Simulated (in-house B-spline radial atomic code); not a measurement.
What moves the levels of Ca II (Ca+) ([Ar] 4s1)? Computed with an all-electron radial atomic-structure program (B-spline basis): Dirac-Hartree-Fock, average of configuration, Fermi nucleus of rms radius 3.4776 fm.

Baseline run (computed): total energy -679.5212 hartree, 1s1/2 at -150.4103 hartree, 4s1/2 at -11.373 eV with <r> = 3.714 bohr.

Scaling the speed of light c (a factor of 100 is close to the non-relativistic limit):

| c/c0 | ΔE (hartree) | 4s1/2 level (eV) | 4s1/2 <r> (bohr) |
| --- | --- | --- | --- |
| 0.95 | -0.32261 | -11.3778 | 3.712 |
| 0.98 | -0.12304 | -11.3748 | 3.713 |
| 1.02 | 0.11578 | -11.3712 | 3.714 |
| 1.5 | 1.6476 | -11.3482 | 3.722 |
| 100 | 2.9519 | -11.3286 | 3.728 |

Changing the nucleus:

```csv
nucleus,ΔE (eV)
Gaussian nucleus of rms radius 0.01 fm,-0.0305
Fermi nucleus of rms radius 3.408 fm,-0.00119
Fermi nucleus of rms radius 3.5472 fm,0.00122
```

A larger nucleus binds the electrons less, roughly as the density at the nucleus times the change of the nuclear <r²>. A radius of 0.01 fm is nearly a point.

Problem. The nuclear charge is raised by 0.1. What does the Hellmann-Feynman theorem predict for the energy, and what is found?

Solution. dE/dZ ≈ -Σ<1/r>, which is -80.5533 at the start and -81.0644 at the end; their mean times 0.1 is -8.0809 hartree, and the two runs differ by -8.0809 hartree.
